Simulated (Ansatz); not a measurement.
Ansatz (a first-principles code) input (CCSD(T)/aug-cc-pV(D+d)Z):
A basis named .json is the Basis Set Exchange file of that set.

Ansatz 0.2 input:
```yaml
crystal:
  periodic: [false, false, false]
  atoms:
    - {symbol: B, position_ang: [-0.01550774, -0.00850457, -0.33305316]}
    - {symbol: Cl, position_ang: [0.06821220, 0.03740813, 1.46496419]}
    - {symbol: O, position_ang: [-1.19944168, -0.10694537, -0.96772624]}
    - {symbol: C, position_ang: [-2.45889749, -0.18205847, -0.31032426]}
    - {symbol: O, position_ang: [1.10413598, 0.05467895, -1.07911338]}
    - {symbol: C, position_ang: [2.41901613, 0.16018720, -0.54619077]}
    - {symbol: H, position_ang: [-3.21843675, -0.25339924, -1.08598200]}
    - {symbol: H, position_ang: [-2.51176899, -1.06179958, 0.33267650]}
    - {symbol: H, position_ang: [-2.63790505, 0.70886296, 0.29333550]}
    - {symbol: H, position_ang: [2.65541985, -0.69925770, 0.08282238]}
    - {symbol: H, position_ang: [2.52928379, 1.07140484, 0.04348138]}
    - {symbol: H, position_ang: [3.10307224, 0.19013240, -1.39165209]}
basis:
  gaussian:
    orbitals: aug-cc-pV_D+d_Z.json
magnetization: {spin_polarized: false}
correlation: {method: ccsd_t, electrons: outside_noble_gas}
output: {forces: true}
```

Output:

```
Functional definition: HF
integrals: 1.00 GiB planned
1944 factors; integrals over basis functions are off by at most 5.5e-4 eV
1.15 GiB of device memory are held for the factors and their scratch space
mean field: 1.23 GiB planned
mean field evaluation 1: about -19406.0392 eV, gradient 4.2e1 eV
mean field evaluation 2: about -19406.1721 eV, gradient 4.3e1 eV
mean field evaluation 4: about -19410.1121 eV, gradient 4.4e0 eV
mean field evaluation 8: about -19410.1707 eV, gradient 2.3e-1 eV
mean field evaluation 16: about -19406.0419 eV, gradient 4.2e1 eV
mean field -19410.17091341 eV, -713.3106243815 hartree, gradient 2.4e-6 eV, S^2 0.000000; 0 other end points of the search recorded, 0 dependent functions left out
10 core orbitals not correlated
reference -19410.17091341 eV, -713.3106243815 hartree; 18, 18 occupied and 173, 173 virtual orbitals, 1944 factors
densities: 7.48 GiB planned
second order -25.03987327 eV of doubles, -0.00000000 eV of singles
coupled cluster: 5.50 GiB planned
cycle   1  -25.68492168 eV  change   -6.5e-1 eV  update   1.2e-1
cycle   2  -26.29680652 eV  change   -6.1e-1 eV  update   3.3e-2
cycle   3  -26.45475472 eV  change   -1.6e-1 eV  update   1.7e-2
cycle   4  -26.44760664 eV  change    7.1e-3 eV  update   3.9e-3
cycle   5  -26.44544080 eV  change    2.2e-3 eV  update   1.6e-3
cycle   6  -26.44601414 eV  change   -5.7e-4 eV  update   5.1e-4
cycle   7  -26.44580885 eV  change    2.1e-4 eV  update   1.7e-4
cycle   8  -26.44572294 eV  change    8.6e-5 eV  update   5.6e-5
cycle   9  -26.44573686 eV  change   -1.4e-5 eV  update   1.9e-5
cycle  10  -26.44573979 eV  change   -2.9e-6 eV  update   7.0e-6
perturbative correction -0.85588301 eV, -0.0314531205 hartree
the calculation of the forces begins
1.15 GiB of device memory are held for the factors and their scratch space
Total energy: -19437.47253621 eV, -714.3139405137 hartree
Atom 0 at    -0.015508    -0.008505    -0.333053 Å, force     0.038046     0.020865     0.817099 eV/Å
Atom 1 at     0.068212     0.037408     1.464964 Å, force     0.006622     0.003632     0.142226 eV/Å
Atom 2 at    -1.199442    -0.106945    -0.967726 Å, force    -0.168485    -0.029815    -0.801710 eV/Å
Atom 3 at    -2.458897    -0.182058    -0.310324 Å, force     0.015753     0.004204     0.138701 eV/Å
Atom 4 at     1.104136     0.054679    -1.079113 Å, force     0.093237    -0.011452    -0.814365 eV/Å
Atom 5 at     2.419016     0.160187    -0.546191 Å, force    -0.002795     0.002902     0.139598 eV/Å
Atom 6 at    -3.218437    -0.253399    -1.085982 Å, force    -0.308607    -0.029400    -0.333765 eV/Å
Atom 7 at    -2.511769    -1.061800     0.332676 Å, force    -0.013648    -0.388242     0.279871 eV/Å
Atom 8 at    -2.637905     0.708863     0.293336 Å, force    -0.069399     0.394376     0.262483 eV/Å
Atom 9 at     2.655420    -0.699258     0.082822 Å, force     0.094409    -0.380660     0.274646 eV/Å
Atom 10 at     2.529284     1.071405     0.043481 Å, force     0.038658     0.401958     0.257258 eV/Å
Atom 11 at     3.103072     0.190132    -1.391652 Å, force     0.276209     0.011632    -0.362043 eV/Å
Dipole moment:     0.004202     0.002305     0.090252 e Å
```
